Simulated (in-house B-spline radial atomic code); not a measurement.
## Binding energies in the thallium ion Tl²⁺

NIST's tabulated ground configuration is [Xe] 4f14 5d10 6s1; each binding energy is the energy of the ion with one electron taken from that subshell, relaxed, less that of the parent. All numbers are computed (Dirac-Kohn-Sham LDA VWN5, spherical fractional occupations; Fermi nucleus of rms radius 5.4759 fm) with a B-spline radial code for spherical atoms, not measured. Energies include first-order Breit, QED and recoil terms.

| subshell | X-ray name | binding energy (eV) | -ε (eV) | relaxation (eV) |
| --- | --- | --- | --- | --- |
| 1s | K | 85594.1 | 85383.6 | -631.1 |
| 2s | L1 | 15265.1 | 15207.2 | -117.7 |
| 2p1/2 | L2 | 14703.3 | 14608.6 | -152.6 |
| 2p3/2 | L3 | 12636.3 | 12545.4 | -126.6 |
| 3s | M1 | 3665.5 | 3642.8 | -35.0 |
| 3p1/2 | M2 | 3397.1 | 3370.8 | -37.8 |
| 3p3/2 | M3 | 2939.2 | 2912.3 | -33.6 |
| 3d3/2 | M4 | 2495.7 | 2459.5 | -40.6 |
| 3d5/2 | M5 | 2397.7 | 2361.5 | -39.1 |
| 4s | N1 | 839.7 | 826.2 | -16.2 |
| 4p1/2 | N2 | 722.6 | 708.8 | -16.2 |
| 4p3/2 | N3 | 611.1 | 597.1 | -15.2 |
| 4d3/2 | N4 | 419 | 404.5 | -15.1 |
| 4d5/2 | N5 | 398.2 | 383.6 | -14.8 |
| 5s | O1 | 157.5 | 148.9 | -9.1 |
| 4f5/2 | N6 | 149.3 | 134.7 | -14.4 |
| 4f7/2 | N7 | 144.7 | 130.1 | -14.3 |
| 5p1/2 | O2 | 117.6 | 109.3 | -8.8 |
| 5p3/2 | O3 | 96.95 | 88.81 | -8.28 |
| 5d3/2 | O4 | 41.95 | 34.79 | -7.16 |
| 5d5/2 | O5 | 39.56 | 32.52 | -7.00 |
| 6s | P1 | 30.51 | 25.80 | -4.78 |

Relaxation = -ε minus the binding energy without Breit, QED and recoil terms. With a density functional, K lines can miss by some tenths of a per cent, more in light atoms. For a density functional the relaxation so defined is negative, because -ε of a Kohn-Sham level is smaller than the binding energy.

Emission lines follow as differences of binding energies, with λ = 12398.42 eV·Å / E:

```csv
line,holes,energy (eV),wavelength (Å)
K-L3,1s → 2p3/2,72957.8,0.16994
K-L2,1s → 2p1/2,70890.8,0.17489
K-M3,1s → 3p3/2,82654.9,0.15
L3-M5,2p3/2 → 3d5/2,10238.6,1.2109
L2-M4,2p1/2 → 3d3/2,12207.6,1.0156
L1-M3,2s → 3p3/2,12325.9,1.0059
L3-M1,2p3/2 → 3s,8970.8,1.3821
L2-N4,2p1/2 → 4d3/2,14284.3,0.86798
M5-N7,3d5/2 → 4f7/2,2253.0,5.5031
M4-N6,3d3/2 → 4f5/2,2346.4,5.284
```

(1) What screening constant σ does Moseley's law, E = (3/4)·13.6057 eV·(Z - σ)², need for K-L3?

Moseley's non-relativistic formula needs a falling, then negative, screening constant for heavy elements, because relativity binds the 1s electron more strongly than the formula allows.

(2) What does it cost to remove both a 5p3/2 and a 5d5/2 electron?

(3) What does it cost to remove both a 4d3/2 and a 4f7/2 electron?

(4) What does it cost to remove both a 2p3/2 and a 3p3/2 electron?

## Answers

(1) σ = -3.56.

(2) 152.27 eV, which is 15.76 eV more than the two single binding energies together.

(3) 594.2 eV, which is 30.48 eV more than the two single binding energies together.

(4) 15674 eV, which is 98.05 eV more than the two single binding energies together.
